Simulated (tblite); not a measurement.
C7H13O2 (charge -1).
Structure used (GFN2-xTB), in Å, numbered top down from 1:
```xyz
22
C7H13O2 angstrom
C      3.353    0.707   -0.297
O      2.013    0.943   -0.626
C      1.125    0.290    0.274
C      0.948   -1.237    0.309
O      0.807   -1.923    1.386
C     -0.135   -0.309   -0.308
C     -1.441   -0.064    0.408
C     -2.452   -1.150    0.041
C     -2.001    1.328    0.101
H      3.570   -0.366   -0.250
H      3.967    1.173   -1.072
H      3.607    1.147    0.680
H      1.018    0.832    1.216
H      1.540   -1.702   -0.532
H     -0.199   -0.267   -1.392
H     -1.237   -0.144    1.481
H     -2.661   -1.133   -1.029
H     -3.391   -1.014    0.580
H     -2.031   -2.117    0.299
H     -1.266    2.089    0.352
H     -2.915    1.522    0.666
H     -2.228    1.414   -0.961
```

Structure optimised with GFN2-xTB, isolated species.

Take the most abundant isotopes and a rigid rotor. The values belong to one conformer with, in the numbering `[CH3:1][O:2][C@@H:3]1[C@@H:4]([O-:5])[C@H:6]1[CH:7]([CH3:8])[CH3:9]`, C1–O2–C3–C4 -70°, C4–C6–C7–C8 -87°.

Question: What are A, B and C (cm⁻¹)?

Answer: Ia = 199.86, Ib = 494.25, Ic = 634.00 u·Å²; 505379 MHz·u·Å²/I gives 2529, 1023 and 797.1 MHz, that is A = 0.08435, B = 0.03411, C = 0.02659 cm⁻¹.

Question: What kind of rotor is it?

Answer: An asymmetric top; Ray's κ = -0.740.

Question: What does the inertial defect say?

Answer: Not planar: Δ = Ic − Ia − Ib = -60.11 u·Å². For a rigid frame Δ = −2 Σ m c², so Σ m c² = 30.05 u·Å² lies off the ab plane: 13.61 from hydrogen and 16.44 from heavier atoms. The atom farthest from that plane is 1.52 Å away.

Question: Give the other two planar moments, Paa and Pbb, and the rms extents of the mass along the axes.

Answer: Paa = Σ m a² = (Ib + Ic − Ia)/2 = 464.19 and Pbb = Σ m b² = (Ia + Ic − Ib)/2 = 169.80 u·Å². With the mass M = 129.09 u, the rms extents √(P/M) along a, b and c are 1.90, 1.15, 0.48 Å.

Question: Where do the levels up to J = 2 lie, in K?

Answer: Above 0(0,0), as E/k:
J = 1: 1(0,1) 0.087, 1(1,1) 0.160, 1(1,0) 0.170
J = 2: 2(0,2) 0.261, 2(1,2) 0.323, 2(1,1) 0.356, 2(2,1) 0.573, 2(2,0) 0.574

Its GFN2-xTB frequencies are all real (lowest 36 cm⁻¹). These are rigid-rotor constants of the computed structure; measured ground-state constants (B0) also hold zero-point vibration.

The run took 0.34 s on one thread of an Arm Neoverse V1, on a shared host. This is the geometry optimisation.
